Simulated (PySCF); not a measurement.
Two-component Hartree-Fock for Mn⁺ (manganese, charge +1)

Start: [Ar] 3d6; 3d3/2 filled at m_j = +3/2; 3d5/2 filled at m_j = -3/2, -1/2, +1/2, +3/2, +5/2. Calculated with PySCF 2.14 in x2c-TZVPall-2c (6s7p4d1f, 54 functions): generalised Hartree-Fock with the X2C-1e Hamiltonian and a Gaussian nucleus; one run each with spin-orbit coupling (SO) switched off, then screened by Boettger's factors. This is a chosen level, not necessarily the ground level.

```json
{"spinor shell": "1s1/2", "electrons": "2", "ε, spin-free (eV)": "-6601.5", "ε, screened SO (eV)": "-6601.4", "weight of nominal j (screened SO)": "1.000", "rms radius, screened SO (bohr)": "0.0703"}
{"spinor shell": "2s1/2", "electrons": "2", "ε, spin-free (eV)": "-805.78", "ε, screened SO (eV)": "-805.75", "weight of nominal j (screened SO)": "1.000", "rms radius, screened SO (bohr)": "0.302"}
{"spinor shell": "2p1/2", "electrons": "2", "ε, spin-free (eV)": "-679.51", "ε, screened SO (eV)": "-686.97", "weight of nominal j (screened SO)": "0.988", "rms radius, screened SO (bohr)": "0.271"}
{"spinor shell": "2p3/2", "electrons": "4", "ε, spin-free (eV)": "-679.51", "ε, screened SO (eV)": "-675.82", "weight of nominal j (screened SO)": "0.994", "rms radius, screened SO (bohr)": "0.274"}
{"spinor shell": "3s1/2", "electrons": "2", "ε, spin-free (eV)": "-108.15", "ε, screened SO (eV)": "-108.14", "weight of nominal j (screened SO)": "1.000", "rms radius, screened SO (bohr)": "0.923"}
{"spinor shell": "3p3/2", "electrons": "4", "ε, spin-free (eV)": "-70.806", "ε, screened SO (eV)": "-70.178", "weight of nominal j (screened SO)": "0.830", "rms radius, screened SO (bohr)": "1.00"}
{"spinor shell": "3p1/2", "electrons": "2", "ε, spin-free (eV)": "-70.806", "ε, screened SO (eV)": "-72.046", "weight of nominal j (screened SO)": "0.661", "rms radius, screened SO (bohr)": "0.998"}
{"spinor shell": "3d5/2", "electrons": "5", "ε, spin-free (eV)": "-18.232", "ε, screened SO (eV)": "-19.122", "weight of nominal j (screened SO)": "0.591", "rms radius, screened SO (bohr)": "1.40"}
{"spinor shell": "3d3/2", "electrons": "1", "ε, spin-free (eV)": "-18.232", "ε, screened SO (eV)": "-13.753", "weight of nominal j (screened SO)": "0.791", "rms radius, screened SO (bohr)": "1.65"}
```

| quantity | spin-free | screened SO |
| --- | --- | --- |
| E (hartree) | -1157.01303 | -1157.02946 |
| M_J | 4 | 4 |
| ⟨J²⟩ | 20.024 | 20.024 |
| ⟨L²⟩ | 6.009 | 6.013 |
| ⟨S²⟩ | 6.015 | 6.012 |

Each row is a mean over spinors that exchange with the open shell spreads, by up to 13.436 eV (3p3/2).

Rows whose weight is well below 1 are mixtures of j = l ± 1/2: exchange outweighs spin-orbit coupling there, and the label is only the starting occupation.

Without spin-orbit coupling the j labels of p, d and f shells carry no meaning; the spin-free column gives the mean over the occupied spinors of each nl shell.
